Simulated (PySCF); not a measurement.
Compound: C7H13NSi.
Cartesian coordinates in Å at the PBE0-D3(BJ)/def2-SVP level; atoms count from 1:
```
atom  x, y, z in Å
C1     1.0097    1.9715    0.2118
C2     1.5814    0.7870   -0.0375
C3     2.8824    0.3877   -0.7152
C4     2.3665   -1.0771   -0.7486
C5     1.1905   -0.6298    0.1037
C6     0.2802   -1.3079    0.8224
C7    -0.7637   -0.7158    1.7056
Si8   -2.3935   -0.4844    0.7755
N9    -2.1159    0.7056   -0.4522
H10   -0.0016    2.0493    0.6168
H11    1.5326    2.9011   -0.0307
H12    3.0839    0.8622   -1.6878
H13    3.7655    0.5221   -0.0710
H14    2.0796   -1.4125   -1.7582
H15    3.0256   -1.8380   -0.3032
H16    0.2970   -2.4021    0.7441
H17   -0.4547    0.2713    2.0883
H18   -0.9580   -1.3703    2.5716
H19   -3.4693    0.0312    1.6795
H20   -2.8361   -1.8395    0.2947
H21   -1.2918    0.5992   -1.0369
H22   -2.8930    1.0719   -0.9903
```

Level: PBE0/pcSseg-1 in PySCF, non-relativistic, on one gas-phase PBE0-D3(BJ)/def2-SVP geometry that isn't relaxed in the solvent. The solvent is an IEF-PCM continuum (Bondi radii, 1.10 Å for H, scaled by 1.2). Specific hydrogen bonds and non-electrostatic terms are outside this model.

| run | E − E(gas) (kcal/mol) | HOMO (eV) | HOMO–LUMO gap (eV) | dipole (D) |
| --- | --- | --- | --- | --- |
| gas | 0.00 | -6.16 | 5.23 | 1.02 |
| P | -3.99 | -6.18 | 5.24 | 1.33 |
| Q | -3.28 | -6.16 | 5.24 | 1.26 |

Problem. The runs were made in acetonitrile and tetrahydrofuran. Which run belongs to which solvent?

Solution. P = acetonitrile, Q = tetrahydrofuran. The dielectric constants are 7.426 (tetrahydrofuran), 35.69 (acetonitrile), and the energy falls further as ε rises. In this model the ground state sees the solvent through ε alone.

Problem. How constant is the ratio of the lowering to (ε − 1)/(2ε + 1)?

Solution. 
```json
{"solvent": "tetrahydrofuran", "(ε − 1)/(2ε + 1)": "0.405", "E − E(gas) (kcal/mol)": "-3.28", "ratio (kcal/mol)": "-8.1", "polarisation term (kcal/mol)": "-3.51"}
{"solvent": "acetonitrile", "(ε − 1)/(2ε + 1)": "0.479", "E − E(gas) (kcal/mol)": "-3.99", "ratio (kcal/mol)": "-8.3", "polarisation term (kcal/mol)": "-4.33"}
```

The ratio changes by +2.8 % in size from tetrahydrofuran to acetonitrile. The polarisation term is half the interaction of the solute with the induced surface charges.
